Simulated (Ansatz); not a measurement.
Two structures of GeH5Cl, closed shell, reached by relaxing down either side of one saddle point (PBE0-D4/def2-TZVP). Energies are electronic, without zero-point energy. Computed with Ansatz 0.2.0 (basis: def2-TZVPP and def2-QZVPP); correlated methods freeze the cores. Filled d shells of the heavier atoms are correlated. The def2 sets are not built for correlating such inner shells, so the correlated values are less sure here. Extrapolation: Hartree–Fock as exp(−7.88 √X), correlation as X^−2.97. First:

Ge1  (-0.744, 0.678, 0.196)
H2  (-0.040, -0.460, 0.961)
H3  (-1.410, 0.094, -1.054)
H4  (-1.797, 1.299, 1.120)
H5  (0.301, 1.726, -0.201)
H6  (1.432, -1.470, -0.062)
Cl7  (2.258, -1.867, -0.960)
(Å)

Second:

```
atom    x (Å)    y (Å)    z (Å)
 Ge1  -0.3377   0.7828  -0.8303
  H2   0.4127  -1.7077   2.4726
  H3  -1.4112   0.5134  -1.8893
  H4  -0.8817   0.6052   0.5902
  H5   0.3175   2.1540  -1.0222
  H6   0.6947  -1.6491   1.7833
 Cl7   1.2057  -0.6985  -1.1044
```

Problem. Which bonds change from the first to the second?

Solution. GeH₄ + HCl → GeH₃Cl ([Cl][GeH3]) + H₂; bonds formed: Ge1–Cl7, H2–H6; bonds broken: Ge1–H2, H6–Cl7.

Problem. Give the saddle point's structure and its height above each. (To be estimated.)

Solution. Computed: 43.62 kcal/mol above the first and 54.78 kcal/mol above the second (CCSD(T) at an estimated basis limit (MP2 extrapolated from triple and quadruple zeta, plus CCSD(T) − MP2 in triple zeta)).
Ge1  (-0.378, 0.464, -0.130)
H2  (0.112, -0.725, 1.174)
H3  (-1.208, -0.123, -1.264)
H4  (-1.344, 0.877, 1.014)
H5  (0.605, 1.604, -0.359)
H6  (0.678, -0.997, 0.551)
Cl7  (1.535, -1.099, -0.987)
(Å)

The T1 diagnostic stays at or below 0.012.

Labels in which every atom is bracketed show which atoms are joined, not bond orders.

For scale, one of the runs: CCSD(T)/def2-TZVPP, 160 basis functions, launched by `ansatz run in.yaml --threads 2 --pin off --events-out ev --progress --plain --max-ram 4352MiB`. Hardware: 2 CPU threads of an Arm Neoverse V2, shared host. Wall time 22 s; peak host memory 1.1 GiB.
